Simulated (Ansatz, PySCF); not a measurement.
Barrier from R1 to the saddle point P1, each structure at its B3LYP-D3(BJ)/def2-TZVP stationary point, reached from a drawn start; harmonic modes at that level show the others as minima.
R1, F3Si (SMILES F[Si](F)F) (charge 0, multiplicity 2):
```
atom    x (Å)    y (Å)    z (Å)
----  -------  -------  -------
Si     0.0000   0.0000   0.4265
F      1.4830   0.0000  -0.1422
F     -0.7415   1.2843  -0.1422
F     -0.7415  -1.2843  -0.1422
```
P1, F3Si, a first-order saddle point (one imaginary mode, 700i cm⁻¹) (charge 0, multiplicity 2):
```xyz
4

Si     0.00001     0.00000     0.00000
F      1.60538     0.00000     0.00000
F     -0.80269     1.39028     0.00000
F     -0.80269    -1.39028     0.00000
```

P less R. No zero-point or thermal terms; open shells are unrestricted. No path was followed down from the saddle.

Frozen-core correlation throughout. CBS(a, b) extrapolates the correlation energy as X⁻³ and adds the Hartree–Fock energy of set b.

Programs: Ansatz (a program for electronic structure); PySCF for the D3/D4 terms. No computed number here is a measurement.

```csv
level,barrier height (kJ/mol)
HF/cc-pV(D+d)Z,220.4
HF/cc-pV(T+d)Z,228.7
revPBE-D4/def2-TZVPP,121.1
B97M-V/def2-TZVPP,137.7
BHLYP-D4/def2-TZVPP,167.1
CAM-B3LYP-D4/def2-TZVPP,146.8
B2PLYP/def2-TZVPP,148.3
MP2/cc-pV(T+d)Z,163.7
"CCSD(T)/CBS(cc-pV(T+d)Z, cc-pV(Q+d)Z)",(withheld)
```

Q: Fill in the missing entries.

A: 
- CCSD(T)/CBS(cc-pV(T+d)Z, cc-pV(Q+d)Z), barrier height (kJ/mol): 161.6
